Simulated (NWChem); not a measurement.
System: C$_{4}$H$_{6}$O; SMILES CC1=CCO1

NWChem input:

```
start job
memory heap 200 mb stack 900 mb global 1100 mb
geometry units angstroms noautosym nocenter noautoz
  C      0.049380     1.892680     0.014340
  C     -0.110705     0.417796     0.001308
  C     -1.043305    -0.527277    -0.201682
  C      0.036495    -1.545882     0.068453
  O      0.972765    -0.421775     0.269327
  H      0.393347     2.236954     0.997532
  H      0.796973     2.208355    -0.723875
  H     -0.900968     2.382187    -0.216627
  H     -2.093631    -0.556674    -0.447493
  H     -0.039814    -2.140665     0.984523
  H      0.370878    -2.169765    -0.766852
end
basis spherical
  * library 6-31g*
end
dft
  xc b3lyp
  iterations 150
end
cosmo
  do_cosmo_smd true
  solvent toluene
end
task dft energy
```

Output (shortened):

```
             Northwest Computational Chemistry Package (NWChem) 7.3.0
             --------------------------------------------------------

                             Geometry "geometry" -> ""
                             -------------------------

 Output coordinates in angstroms (scale by  1.889725989 to convert to a.u.)

  No.       Tag          Charge          X              Y              Z
 ---- ---------------- ---------- -------------- -------------- --------------
    1 C                    6.0000     0.04938000     1.89268000     0.01434000
    2 C                    6.0000    -0.11070500     0.41779600     0.00130800
    3 C                    6.0000    -1.04330500    -0.52727700    -0.20168200
    4 C                    6.0000     0.03649500    -1.54588200     0.06845300
    5 O                    8.0000     0.97276500    -0.42177500     0.26932700
    6 H                    1.0000     0.39334700     2.23695400     0.99753200
    7 H                    1.0000     0.79697300     2.20835500    -0.72387500
    8 H                    1.0000    -0.90096800     2.38218700    -0.21662700
    9 H                    1.0000    -2.09363100    -0.55667400    -0.44749300
   10 H                    1.0000    -0.03981400    -2.14066500     0.98452300
   11 H                    1.0000     0.37087800    -2.16976500    -0.76685200

 Effective nuclear repulsion energy (a.u.)     169.7143320456

                                 NWChem DFT Module
                                 -----------------

 Summary of "ao basis" -> "ao basis" (spherical)
 ------------------------------------------------------------------------------
       Tag                 Description            Shells   Functions and Types
 ---------------- ------------------------------  ------  ---------------------
 C                           6-31g*                  6       14   3s2p1d
 O                           6-31g*                  6       14   3s2p1d
 H                           6-31g*                  2        2   2s

 in cosmo_initialize ...
 calling solv_data for solv:toluene

 solvent parameters
 solvname_short: toluene
 solvname_long:  toluene
 dielec:        2.3741
 dielecinf:     2.2383
 nonaqueous SMD model solvent descriptors
 dielec:        2.3741
 sola:          0.0000
 solb:          0.1400
 solc:          0.8570
 solg:         40.2000
 solh:          0.0000
 soln:          1.4961

          ---------------
          -cosmo- solvent
          ---------------
 Cosmo: York-Karplus, doi: 10.1021/jp992097l
 dielectric constant -eps-     =   2.37
 screen = (eps-1)/(eps    )    =   0.57879
 surface charge correction     = lagrangian

   van der Waals surface
 --------------------------

[...]

                                COSMO-SMD solvation results
                                ---------------------------

             internal energy in gas <Psi(g)|H|Psi(g)> =      -231.187945552730
         internal energy in solvent <Psi(s)|H|Psi(s)> =      -231.187790078381
                               delta internal energy  =         0.000155474349 (    0.10 kcal/mol)
   total free energy in solvent <Psi(s)|H+V/2|Psi(s)> =      -231.190897185220
 polarization energy contribution <Psi(s)|V/2|Psi(s)> =        -0.003107106839 (   -1.95 kcal/mol)
    total free energy in solvent including G(SMD-CDS) =      -231.194489794963
                       G(SMD-CDS) energy contribution =        -0.003592609744 (   -2.25 kcal/mol)
     1 M fixed-concentration free energy of solvation =        -0.006544242233 (   -4.11 kcal/mol)

                       DFT Final Molecular Orbital Analysis
                       ------------------------------------

 Vector   17  Occ=2.000000D+00  E=-3.289545D-01
              MO Center=  1.0D-01, -6.3D-01,  6.9D-02, r^2= 2.3D+00
   Bfn.  Coefficient  Atom+Function         Bfn.  Coefficient  Atom+Function
  ----- ------------  ---------------      ----- ------------  ---------------
    59      0.413925   5 O  px               63      0.301100   5 O  px
    45     -0.282537   4 C  px               31      0.236396   3 C  px
    78     -0.199316   9 H  s                32     -0.181632   3 C  py
    77     -0.147021   9 H  s                18      0.140298   2 C  py
    17     -0.125770   2 C  px               46      0.123909   4 C  py

 Vector   18  Occ=2.000000D+00  E=-3.118756D-01
              MO Center=  4.6D-01, -5.3D-01,  1.5D-01, r^2= 2.6D+00
   Bfn.  Coefficient  Atom+Function         Bfn.  Coefficient  Atom+Function
  ----- ------------  ---------------      ----- ------------  ---------------
    61      0.434836   5 O  pz               65      0.306387   5 O  pz
    47     -0.232146   4 C  pz               19      0.224990   2 C  pz
    80     -0.183161  10 H  s                82      0.183165  11 H  s
    23      0.167247   2 C  pz               79     -0.163933  10 H  s
    81      0.163964  11 H  s                 5     -0.132310   1 C  pz

 Vector   19  Occ=2.000000D+00  E=-2.141411D-01
              MO Center= -2.9D-01, -2.5D-01, -3.0D-02, r^2= 2.0D+00
   Bfn.  Coefficient  Atom+Function         Bfn.  Coefficient  Atom+Function
  ----- ------------  ---------------      ----- ------------  ---------------
    33      0.402690   3 C  pz               61     -0.356601   5 O  pz
    37      0.347269   3 C  pz               65     -0.287886   5 O  pz
    19      0.275592   2 C  pz               23      0.155726   2 C  pz
    72     -0.108623   6 H  s                74      0.108614   7 H  s
    31     -0.094426   3 C  px               59      0.083643   5 O  px

 Vector   20  Occ=0.000000D+00  E= 3.523025D-02
              MO Center= -3.1D-01,  7.9D-02, -4.0D-02, r^2= 2.9D+00
   Bfn.  Coefficient  Atom+Function         Bfn.  Coefficient  Atom+Function
  ----- ------------  ---------------      ----- ------------  ---------------
    23      0.525235   2 C  pz               37     -0.496339   3 C  pz
    19      0.458437   2 C  pz               72     -0.365391   6 H  s
    74      0.365337   7 H  s                33     -0.359416   3 C  pz
    80      0.279896  10 H  s                82     -0.279749  11 H  s
     9      0.177389   1 C  pz               61     -0.174796   5 O  pz

 Vector   21  Occ=0.000000D+00  E= 1.031855D-01
              MO Center=  2.7D-02, -6.2D-01,  5.1D-02, r^2= 3.9D+00
   Bfn.  Coefficient  Atom+Function         Bfn.  Coefficient  Atom+Function
  ----- ------------  ---------------      ----- ------------  ---------------
    62      0.842828   5 O  s                49     -0.742340   4 C  px
    34     -0.681407   3 C  s                76     -0.682023   8 H  s
    50     -0.481981   4 C  py                6      0.444506   1 C  s
    21     -0.433209   2 C  px               63     -0.364200   5 O  px
    35     -0.351327   3 C  px               45     -0.299962   4 C  px

 Vector   22  Occ=0.000000D+00  E= 1.213726D-01
              MO Center=  3.9D-02,  1.6D+00,  1.6D-02, r^2= 5.6D+00
   Bfn.  Coefficient  Atom+Function         Bfn.  Coefficient  Atom+Function
  ----- ------------  ---------------      ----- ------------  ---------------
     6      2.210204   1 C  s                72     -1.064023   6 H  s
    74     -1.064919   7 H  s                48     -0.968959   4 C  s
    76     -0.965245   8 H  s                 8      0.432724   1 C  py
    80      0.384643  10 H  s                82      0.384239  11 H  s
    36     -0.361629   3 C  py               34      0.331431   3 C  s

     Multipole analysis of the density
     ---------------------------------

     L   x y z        total         alpha         beta         nuclear
     -   - - -        -----         -----         ----         -------
     0   0 0 0     -0.000000    -19.000000    -19.000000     38.000000

     1   1 0 0     -0.475835     -0.143521     -0.143521     -0.188793
     1   0 1 0      0.094044      0.037484      0.037484      0.019075
     1   0 0 1     -0.112419     -1.262174     -1.262174      2.411929

     2   2 0 0    -23.113765    -47.841215    -47.841215     72.568664
     2   1 1 0      0.422892     -1.400379     -1.400379      3.223650
     2   1 0 1     -0.160517     -7.223671     -7.223671     14.286826
     2   0 2 0    -18.180338   -125.375371   -125.375371    232.570404
     2   0 1 1      0.032677      1.475528      1.475528     -2.918379
     2   0 0 2    -22.639168    -18.778286    -18.778286     14.917403
```

Level: B3LYP/6-31G* (spherical d), SMD on the gas-phase geometry. Geometry: optimised at B3LYP/6-31G* (spherical d). Solvent: toluene.
